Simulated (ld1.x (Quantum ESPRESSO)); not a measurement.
# gold (Au): PAW pseudisation with PBE, scalar-relativistic reference atom.

Au (Z = 79), PAW, made with ld1.x (Quantum ESPRESSO) 7.5 (PBE, scalar-relativistic). Core [Xe], reference 4f14 5d10 6s0 6p1. Waves: 6s (bound, empty): rcut 0.95, rcutus 1.05 bohr; 6s channel at 1.1 Ry: rcut 0.95, rcutus 1.05 bohr; 6p (bound): rcut 2.55, rcutus 3.25 bohr; 6p channel at 1.25 Ry: rcut 2.55, rcutus 3.25 bohr; 5d (bound): rcut 1.35, rcutus 1.45 bohr; 5d channel at -0.25 Ry: rcut 1.35, rcutus 1.45 bohr; 4f (bound): rcut 0.70, rcutus 0.95 bohr; 4f channel at -5.5 Ry: rcut 0.70, rcutus 0.95 bohr. Local part: all-electron potential smoothed inside 1.50 bohr (lloc = -1). Core correction: a·sin(br)/r model core, default radius (core density twice the valence density). Augmentation charge: BESSEL, radius 0.65 bohr.

Does this generation succeed?

No. ld1.x (Quantum ESPRESSO) 7.5 stopped with "compute_chi: chi too large beyond r_c": the function χ = (ε − T − V_loc)φ does not vanish beyond the cutoff radius. The 6s radius of 1.05 bohr lies inside the outermost node of the all-electron wave at 1.11 bohr.
